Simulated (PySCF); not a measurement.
H6Cl2GeO2Si2, SMILES Cl[SiH](Cl)O[SiH2][O][GeH3], B3LYP/def2-SVP optimised geometry.

```
13

Si     0.79     1.56    -3.41
Cl     1.15     0.43    -5.10
Cl    -1.25     1.93    -3.30
O      1.27     0.76    -2.07
Si     1.17    -0.52    -1.00
O     -0.12    -0.35     0.00
Ge    -1.91    -0.35     0.00
H      1.50     2.84    -3.52
H      2.41    -0.48    -0.18
H      1.08    -1.77    -1.80
H     -2.41    -1.11    -1.25
H     -2.38     1.11     0.00
H     -2.33    -1.08     1.29
```

Density from PySCF 2.14.0 with B3LYP/def2-TZVP at that geometry.

Minimum of the electron density along straight lines between bonded atoms, close to the bond critical point (lines longer than 1.1 times the sum of covalent radii, or with two minima, are not listed):

```json
[
 {"bond": "Si1–Cl2", "length / Å": "2.066", "ρ at the minimum / e bohr⁻³": "0.100", "∇²ρ there / e bohr⁻⁵": "0.18", "position (fraction from the first atom)": "0.36"},
 {"bond": "Si1–Cl3", "length / Å": "2.075", "ρ at the minimum / e bohr⁻³": "0.098", "∇²ρ there / e bohr⁻⁵": "0.18", "position (fraction from the first atom)": "0.36"},
 {"bond": "Si1–O4", "length / Å": "1.629", "ρ at the minimum / e bohr⁻³": "0.140", "∇²ρ there / e bohr⁻⁵": "…", "position (fraction from the first atom)": "0.41"},
 {"bond": "O4–Si5", "length / Å": "1.677", "ρ at the minimum / e bohr⁻³": "0.123", "∇²ρ there / e bohr⁻⁵": "…", "position (fraction from the first atom)": "0.59"},
 {"bond": "Si5–O6", "length / Å": "1.641", "ρ at the minimum / e bohr⁻³": "0.137", "∇²ρ there / e bohr⁻⁵": "0.82", "position (fraction from the first atom)": "0.41"},
 {"bond": "O6–Ge7", "length / Å": "1.794", "ρ at the minimum / e bohr⁻³": "0.132", "∇²ρ there / e bohr⁻⁵": "…", "position (fraction from the first atom)": "0.53"},
 {"bond": "Si1–H8", "length / Å": "1.472", "ρ at the minimum / e bohr⁻³": "0.131", "∇²ρ there / e bohr⁻⁵": "0.12", "position (fraction from the first atom)": "0.49"},
 {"bond": "Si5–H9", "length / Å": "1.481", "ρ at the minimum / e bohr⁻³": "0.127", "∇²ρ there / e bohr⁻⁵": "0.12", "position (fraction from the first atom)": "0.49"},
 {"bond": "Si5–H10", "length / Å": "1.489", "ρ at the minimum / e bohr⁻³": "0.125", "∇²ρ there / e bohr⁻⁵": "0.13", "position (fraction from the first atom)": "0.49"},
 {"bond": "Ge7–H11", "length / Å": "1.542", "ρ at the minimum / e bohr⁻³": "0.134", "∇²ρ there / e bohr⁻⁵": "0.05", "position (fraction from the first atom)": "0.59"},
 {"bond": "Ge7–H12", "length / Å": "1.538", "ρ at the minimum / e bohr⁻³": "0.135", "∇²ρ there / e bohr⁻⁵": "0.04", "position (fraction from the first atom)": "0.59"},
 {"bond": "Ge7–H13", "length / Å": "1.539", "ρ at the minimum / e bohr⁻³": "0.135", "∇²ρ there / e bohr⁻⁵": "0.05", "position (fraction from the first atom)": "0.59"}
]
```

**Question.** Complete the blanks.

**Answer.** 
- Si1–O4, ∇²ρ there / e bohr⁻⁵: 0.88
- O4–Si5, ∇²ρ there / e bohr⁻⁵: 0.73
- O6–Ge7, ∇²ρ there / e bohr⁻⁵: 0.62
